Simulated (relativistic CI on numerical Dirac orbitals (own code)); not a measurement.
Calculated at this level of theory: Dirac-Coulomb-Breit CI, separate exchange-only KLI orbitals for each configuration, model QED, unscaled Slater integrals (own radial code, finite nucleus).

CI space (outside the closed core 1s2): 2s2.2p6, 2s2.2p5.3s, 2s2.2p5.3p, 2s2.2p5.3d, 2s.2p6.3s, 2s.2p6.3p, 2s.2p6.3d, 2s2.2p5.4s, 2s2.2p5.4p, 2s2.2p5.4d, 2s2.2p5.4f, 2s.2p6.4s, 2s.2p6.4p, 2s2.2p4.3s2, 2s.2p6.4d, 2s.2p6.4f, 2s2.2p5.5s, 2s2.2p4.3s.3p, 2s2.2p5.5p, 2s2.2p5.5d, 2s2.2p5.5f, 2s2.2p5.5g, 2s2.2p4.3p2, 2s2.2p4.3s.3d, 2s2.2p4.3p.3d, 2s.2p5.3s2, 2s2.2p4.3d2, 2s.2p5.3s.3p, 2s.2p5.3p2, 2s.2p5.3s.3d, 2s.2p6.5s, 2s.2p6.5p, 2s.2p6.5d, 2s.2p6.5f, 2s.2p6.5g, 2s.2p5.3p.3d. Levels of other configurations are missing.

At this charge energies of transitions that change n are usually good to better than 1 %, and those within a shell (Δn = 0) to a few per cent.

Outline of the computed level scheme of I XLIV. Lowest level of each configuration: 2s2.2p6 1S_0 at 0.00 eV; 2s2.2p5.3s 3P°_2 at 4037.47 eV; 2s2.2p5.3p 3P_1 at 4127.71 eV; 2s2.2p5.3d 3P°_0 at 4313.08 eV; 2s.2p6.3s 3S_1 at 4649.51 eV; 2s.2p6.3p 3P°_0 at 4740.33 eV; 2s.2p6.3d 3D_1 at 4930.17 eV; 2s2.2p5.4s 3P°_2 at 5538.13 eV; 2s2.2p5.4p 3P_1 at 5575.60 eV.

Some strong electric-dipole decays among the lowest 45 levels: 2s2.2p5.3d 1P°_1 → 2s2.2p6 1S_0 (5.3e+14 s⁻¹); 2s2.2p5.3d 3D°_1 → 2s2.2p6 1S_0 (4.5e+14 s⁻¹); 2s.2p6.3p 1P°_1 → 2s2.2p6 1S_0 (1.1e+14 s⁻¹); 2s2.2p5.3s 3P°_1 → 2s2.2p6 1S_0 (9.3e+13 s⁻¹); 2s.2p6.3p 3P°_1 → 2s2.2p6 1S_0 (3.8e+13 s⁻¹); 2s2.2p5.3s 1P°_1 → 2s2.2p6 1S_0 (3.3e+13 s⁻¹); 2s2.2p5.4s 1P°_1 → 2s2.2p6 1S_0 (1.1e+13 s⁻¹); 2s2.2p5.4p 3P_1 → 2s2.2p5.3s 3P°_2 (1.1e+13 s⁻¹).

LS names give the leading component of a level, which can be under half, so a name can repeat, a term be missing and a line seem to break the LS rules.
